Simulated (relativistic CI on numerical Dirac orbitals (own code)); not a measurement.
## What each ingredient does to the levels of Au7+

Base calculation: Dirac-Coulomb-Breit CI, separate exchange-only KLI orbitals for each configuration, model QED, unscaled Slater integrals.

Configurations in the expansion (outside the closed core [Kr] 4d10 4f14 5s2): 5p6 5d4, 5p6 5d3 6s, 5p6 5d3 5f, 5p6 5d3 6p, 5p5 5d5, 5p6 5d2 6s 6p, 5p6 5d3 5g, 5p6 5d2 5f 6s, 5p6 5d3 6d, 5p6 5d3 7p, 5p6 5d3 6f, 5p6 5d2 6s2, 5p6 5d 5f 6s2, 5p6 5d 6s2 6p, 5p6 5d 5g 6s2, 5p6 5d 6s2 6d, 5p6 5d2 6p2, 5p6 5d 6s 6p2, 5p6 5d 5f 6p2, 5p6 5d 6p3, 5p6 5d 5g 6p2, 5p6 5d 6p2 6d. Double excitations out of closed p, d and f shells are left out; levels of such configurations are missing from the list, as are those of other unlisted configurations, and high levels can miss mixing partners.

The lowest level and the first level of each name with at least 55 % of one term (blank where a level has no safe partner in the second run):

| Level | Base (cm⁻¹) | Shift (cm⁻¹) |
| --- | --- | --- |
| 5p6 5d4 5D_0 | 0.0 | 0.0 |
| 5p6 5d4 5D_1 | 8303.8 | +653.2 |
| 5p6 5d4 5D_2 | 14960.9 | +747.5 |
| 5p6 5d4 5D_3 | 19754.6 | +512.3 |
| 5p6 5d4 3G_3 | 38693.3 | -1438.5 |
| 5p6 5d4 3F_2 | 39786.9 | -1663.8 |
| 5p6 5d4 3H_5 | 41118.6 | -1191.7 |
| 5p6 5d4 3P_1 | 41702.0 | -1032.7 |
| 5p6 5d4 3H_6 | 44570.7 | -1423.6 |
| 5p6 5d4 3G_4 | 48743.0 | -1649.4 |
| 5p6 5d4 3G_5 | 61194.9 | -1468.0 |
| 5p6 5d4 3D_1 | 63528.7 | -2049.8 |
| 5p6 5d4 1I_6 | 63708.8 | -1842.8 |
| 5p6 5d4 1S_0 | 72426.9 | -2754.9 |
| 5p6 5d4 1F_3 | 75689.1 | -3176.8 |
| 5p6 5d4 1G_4 | 94807.5 | -4857.8 |
| 5p6 5d3 6s 5F_1 | 189585.0 | +158.3 |
| 5p6 5d3 6s 5F_2 | 193746.6 | +11.1 |
| 5p6 5d3 6s 5F_3 | 201900.0 | +432.7 |
| 5p6 5d3 6s 5F_4 | 208939.2 | +255.7 |
| 5p6 5d3 6s 5F_5 | 214107.5 | -263.6 |
| 5p6 5d3 6s 5P_1 | 214839.8 | -1194.6 |

At this charge configurations can still be misplaced by up to about 7 % of their energy. Terms inside the open d or f shell come out 10 to 20 % too wide with unscaled integrals. Levels and lines within the n = 5 or 6 shells can be off by up to 10 % or somewhat more, and those that change n by about 2 %, since core polarisation is missing.

(1) One thing was changed in a second run, which moved the levels as shown. Which?
A. Breit term removed
B. QED terms removed
C. valence Slater integrals scaled by 0.9
D. configuration mixing switched off
E. only the first configuration

Answers

(1) C. Valence Slater integrals scaled by 0.9. Scaling acts on the splittings between terms and on the mixing, and leaves the fine structure of pure LS terms nearly alone; in jj coupling it moves the levels of one term differently.

LS names give the leading component of a level, which can be under half, so a name can repeat, a term be missing and a line seem to break the LS rules.
